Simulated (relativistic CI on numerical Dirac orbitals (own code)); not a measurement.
The numbers below are computed, except where a source is named.
Quantum defects of the np series of Xe5+

Problem. The np ²P° levels with J = 1/2 of Xe5+ lie at 5p: 0.0, 6p: 264891.0, 7p: 374180.0 cm⁻¹ (Saloman, J. Phys. Chem. Ref. Data 33, 765 (2004)), and the ionisation limit at 537996.0 cm⁻¹ (NIST ASD). Find the quantum defects and predict 8p.

Working.
1. The outer electron sees the charge z = 6; R = 109736.86 cm⁻¹ for this mass. The binding energy T = limit − E defines n* = z√(R/T).
2. Values: 5p: T = 537996.0, n* = 2.7098, δ = n − n* = 2.2902; 6p: T = 273105.0, n* = 3.8033, δ = n − n* = 2.1967; 7p: T = 163816.0, n* = 4.9108, δ = n − n* = 2.0892.
3. With δ held at 2.0892: E(8p) = limit − Rz²/(8 − δ)² = 424920.8 cm⁻¹.
4. The Ritz form δ = δ₀ + a/n*² through the last two members has a = 3.8840 and δ₀ = 1.9282, so with n* ≈ 8 − 2.0892, δ(8) = 2.0393 and E = 426805.6 cm⁻¹.

Check. The measured level is 423270.0 cm⁻¹ (δ = 2.1319), so the two predictions miss by 1650.8 and 3535.6 cm⁻¹. The defect is large because this electron penetrates the core. A miss of this size points to a perturbing level of another configuration.
